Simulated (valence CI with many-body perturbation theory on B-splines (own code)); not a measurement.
## E1 transitions of Gd LII

Calculated by valence CI with perturbative core correlation (CI+MBPT): three valence electrons over a frozen Dirac-Fock core [Ne], radial functions for each j: 11 s, 11 p, 10 d, 8 f, 5 g, 2 h, with the one-electron correlation potential Σ1 (screened to all orders), the two-electron term Σ2, the three-electron term Σ3, Breit, model QED; selected single and double excitations, second order for the rest, scaled by the run's own slope (own B-spline code, finite nucleus).

No measured spectrum was set against this ion. As an estimate, large intervals hold to a few tenths of a per cent, small ones and those within an open d or f shell to about a per cent.

Lines 201 to 250 of 584 in falling wavelength, among levels below 2296.9 eV, chosen from the strongest by gf and those to the six lowest levels. Wavelengths and rates use the calculated energies. Electric multipoles are in the length gauge with retardation, E1 and E2 with the static RPA response of the core. Weak lines are less certain than strong ones. Lines between different terms over intervals too small for the method are left out, as are lines whose strength nearly cancels. The highest levels of a list are the least certain.

Levels are named by their leading jj configuration (3d3/2^4 stands for four electrons in 3d with j = 3/2), which in mixed levels can hold well under half, so a name can repeat and another be missing. Letters in brackets count levels of one name in rising energy.

```tsv
λ vac (Å)	Upper	Lower	A (s⁻¹)	S (a.u.)
52.39	(3d3/2 3d5/2^2) J=11/2	(3p3/2 3d3/2 3d5/2) J=11/2	4.25e+10	3.62e-02
52.33	(3s 3p1/2 3d5/2) J=5/2 [b]	(3s 3p1/2 3p3/2) J=5/2	4.75e+10	2.01e-02
52.31	(3d3/2 3d5/2^2) J=7/2 [b]	(3p3/2 3d3/2 3d5/2) J=7/2 [b]	1.11e+11	6.28e-02
52.08	(3d3/2 3d5/2^2) J=9/2	(3p3/2 3d3/2 3d5/2) J=9/2 [a]	9.84e+10	6.86e-02
51.85	(3d3/2 3d5/2^2) J=5/2 [b]	(3p3/2 3d3/2 3d5/2) J=5/2 [b]	8.73e+10	3.60e-02
51.73	(3s 3d5/2^2) J=5/2	(3s 3p3/2 3d5/2) J=5/2 [a]	2.30e+11	9.41e-02
51.46	(3d5/2^3) J=3/2	(3p3/2 3d5/2^2) J=5/2 [a]	1.51e+11	4.08e-02
51.40	(3s 3d5/2^2) J=3/2	(3s 3p3/2 3d5/2) J=3/2 [a]	1.20e+11	3.22e-02
51.35	(3s 3p1/2 3d5/2) J=3/2	(3s 3p1/2 3p3/2) J=5/2	2.09e+10	5.58e-03
51.28	(3d3/2 3d5/2^2) J=3/2 [b]	(3p3/2 3d3/2 3d5/2) J=5/2 [c]	5.76e+10	1.53e-02
50.91	(3d5/2^3) J=9/2	(3p3/2 3d3/2 3d5/2) J=9/2 [b]	2.62e+10	1.71e-02
50.78	(3s 3d3/2 3d5/2) J=7/2 [b]	(3s 3p3/2 3d3/2) J=7/2	4.56e+10	2.36e-02
50.69	(3p3/2 3d5/2^2) J=9/2	(3p3/2^2 3d3/2) J=7/2	5.29e+10	3.40e-02
50.66	(3s 3d5/2^2) J=7/2	(3s 3p3/2 3d5/2) J=5/2 [a]	3.24e+10	1.66e-02
50.29	(3s 3p3/2 3d5/2) J=7/2 [b]	(3s 3p3/2^2) J=5/2	2.13e+11	1.07e-01
50.12	(3s 3d3/2 3d5/2) J=5/2 [b]	(3s 3p3/2 3d3/2) J=5/2 [a]	6.82e+10	2.54e-02
49.88	(3s 3d5/2^2) J=9/2	(3s 3p3/2 3d5/2) J=9/2	1.13e+11	6.94e-02
49.62	(3p3/2 3d5/2^2) J=7/2 [b]	(3p3/2^2 3d5/2) J=7/2	1.68e+11	8.13e-02
49.29	(3s 3p1/2 3d5/2) J=5/2 [b]	(3s 3p1/2 3p3/2) J=3/2 [a]	6.69e+09	2.37e-03
49.18	(3d5/2^3) J=5/2	(3p3/2 3d5/2^2) J=7/2 [a]	5.50e+10	1.94e-02
49.18	(3p3/2 3d5/2^2) J=5/2 [b]	(3p3/2^2 3d5/2) J=7/2	4.31e+10	1.52e-02
48.72	(3p3/2 3d5/2^2) J=3/2 [b]	(3p3/2^2 3d5/2) J=1/2	1.23e+11	2.80e-02
48.42	(3s 3p1/2 3d5/2) J=3/2	(3s 3p1/2 3p3/2) J=3/2 [a]	4.54e+10	1.02e-02
48.40	(3s 3d5/2^2) J=1/2	(3s 3p3/2 3d5/2) J=3/2 [a]	1.30e+11	1.46e-02
47.66	(3p3/2^2 3d3/2) J=7/2	(3s 3p3/2 3d5/2) J=5/2 [b]	5.15e+10	2.20e-02
46.65	(3s 3p3/2 3d5/2) J=5/2 [b]	(3s 3p3/2^2) J=5/2	5.97e+10	1.80e-02
44.04	(3p3/2^2 3d5/2) J=7/2	(3s 3p3/2 3d5/2) J=5/2 [b]	2.16e+11	7.28e-02
43.88	(3p3/2 3d3/2^2) J=7/2	(3s 3d3/2 3d5/2) J=5/2 [a]	4.65e+10	1.55e-02
43.18	(3p3/2^2 3d3/2) J=5/2	(3s 3p3/2 3d5/2) J=3/2 [a]	8.28e+10	1.97e-02
42.67	(3p3/2 3d3/2 3d5/2) J=7/2 [a]	(3s 3d3/2 3d5/2) J=7/2 [b]	5.89e+10	1.81e-02
42.51	(3s 3p1/2 3p3/2) J=3/2 [a]	(3s^2 3p1/2) J=1/2	2.76e+09	4.18e-04
41.92	(3p3/2 3d5/2^2) J=5/2 [a]	(3s 3d5/2^2) J=3/2	1.44e+11	3.15e-02
41.90	(3p3/2^2 3d5/2) J=1/2	(3s 3p3/2 3d5/2) J=3/2 [b]	4.02e+11	2.91e-02
41.67	(3p3/2 3d3/2 3d5/2) J=5/2 [d]	(3s 3d5/2^2) J=5/2	1.38e+11	2.95e-02
41.54	(3p3/2^2 3d5/2) J=9/2	(3s 3p3/2 3d5/2) J=7/2 [b]	5.88e+11	2.08e-01
41.45	(3p3/2 3d3/2 3d5/2) J=9/2 [b]	(3s 3d5/2^2) J=9/2	1.22e+11	4.30e-02
41.42	(3s 3p3/2 3d5/2) J=5/2 [a]	(3s^2 3d5/2) J=5/2	1.51e+11	3.18e-02
41.26	(3p3/2 3d5/2^2) J=7/2 [a]	(3s 3d5/2^2) J=7/2	1.10e+11	3.06e-02
41.23	(3p3/2^2 3d5/2) J=7/2	(3s 3p3/2 3d5/2) J=7/2 [b]	1.34e+11	3.72e-02
41.16	(3p3/2 3d3/2 3d5/2) J=3/2 [a]	(3s 3d3/2 3d5/2) J=3/2 [b]	1.65e+11	2.27e-02
41.13	(3p3/2^2 3d3/2) J=5/2	(3s 3p3/2 3d3/2) J=5/2 [b]	7.99e+10	1.65e-02
41.09	(3p3/2^2 3d3/2) J=1/2	(3s 3p3/2 3d3/2) J=1/2 [b]	4.94e+11	3.38e-02
41.02	(3p3/2 3d5/2^2) J=5/2 [a]	(3s 3d5/2^2) J=7/2	1.15e+11	2.35e-02
40.95	(3p3/2 3d5/2^2) J=9/2	(3s 3d5/2^2) J=7/2	1.13e+11	3.82e-02
40.93	(3p3/2^2 3d3/2) J=7/2	(3s 3p3/2 3d5/2) J=5/2 [a]	1.33e+11	3.61e-02
40.87	(3p1/2 3p3/2 3d5/2) J=3/2 [a]	(3s 3p1/2 3d5/2) J=3/2	2.48e+11	3.34e-02
40.85	(3p3/2 3d3/2 3d5/2) J=5/2 [b]	(3s 3d3/2 3d5/2) J=5/2 [b]	2.22e+11	4.48e-02
40.78	(3s 3p3/2^2) J=5/2	(3s^2 3p3/2) J=3/2	2.79e+11	5.61e-02
40.72	(3p3/2 3d3/2 3d5/2) J=11/2	(3s 3d3/2 3d5/2) J=9/2	5.87e+11	2.35e-01
40.58	(3p3/2 3d5/2^2) J=7/2 [a]	(3s 3d5/2^2) J=5/2	3.34e+11	8.82e-02
```
